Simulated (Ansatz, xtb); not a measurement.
Diatomic InCo, multiplicity 3 (lowest of 2S+1 = 1, 3, 5 at PBE0/def2-TZVPP; our sources give no spin for the ground state, which may be another). No spin–orbit coupling. Co is treated without relativity.

Seven points along R, fitted to fifth degree in 1/R; most abundant isotopes. In def2 and cc sets the state is the lowest found near the PBE0 minimum, followed along R.

Correlated levels freeze the inner cores; with def2 sets outer-core shells near the valence are correlated too.

The values were computed with Ansatz (a quantum-chemistry and plane-wave program) with Gaussian orbitals; xtb for the GFN methods.  In def2 rows elements past Kr take small-core potentials, without spin–orbit coupling. The GFN methods have no spin term and hold the electronic entropy of 300 K.

| level | r_e (Å) | ω_e (cm⁻¹) | ω_e x_e (cm⁻¹) | dipole (D) |
|---|---|---|---|---|
| GFN1-xTB | 2.528 | 221 | 2.0 | - |
| GFN2-xTB | 2.525 | 184 | 2.7 | - |
| PBE/def2-TZVPP | 2.604 | 184 | 0.59 | 0.61 |
| r2SCAN/def2-TZVPP | 2.587 | 190 | 0.58 | 0.42 |
| B3LYP/def2-TZVPP | 2.646 | … | 0.54 | 0.81 |
| PBE0/def2-TZVPP | 2.631 | 178 | 0.55 | 0.35 |
| wB97M-V/def2-TZVPP | 2.630 | 181 | 0.49 | 0.06 |
| B2PLYP/def2-TZVPP | … | … | 0.62 | - |

Problem. What belongs in the gaps?

Solution. 
- B2PLYP/def2-TZVPP, r_e (Å): 2.597
- B2PLYP/def2-TZVPP, ω_e (cm⁻¹): 188
- B3LYP/def2-TZVPP, ω_e (cm⁻¹): 175

Doubts at one or more of the structures used: a spin-contaminated determinant (r2SCAN/def2-TZVPP).
